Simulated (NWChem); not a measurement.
# C2H7B; SMILES CBC

```xyz
10

B      0.0000     0.0000    -0.5328
H      0.0000     0.0000    -1.7369
C     -1.3866     0.0164     0.2021
H     -2.1191     0.6760    -0.2805
H     -1.3440     0.2434     1.2736
H     -1.8090    -0.9994     0.1034
C      1.3866    -0.0164     0.2021
H      1.8090     0.9994     0.1034
H      2.1191    -0.6760    -0.2805
H      1.3440    -0.2434     1.2736
```
Atoms are numbered in this order, from 1.

Computed with NWChem. Pople sets run with spherical d functions. STO-3G and 3-21G are far too small for this property and stand as cheap habits. All runs use the structure optimised with B3LYP/6-31G* (spherical d). B3LYP is NWChem's, with the RPA form of VWN correlation. Field at 589 nm.

```csv
level,isotropic polarisability (bohr³),anisotropy (bohr³),relative time
B3LYP/STO-3G,17.8,6.7,1
B3LYP/6-31G*,34.8,10.5,3
B3LYP/def2-SVP,36.8,11.1,3
B3LYP/def2-SVPD,43.3,11.7,9
B3LYP/aug-cc-pVDZ,44.2,12.2,30
```

The last column is a rough cost ratio, cheapest run = 1.
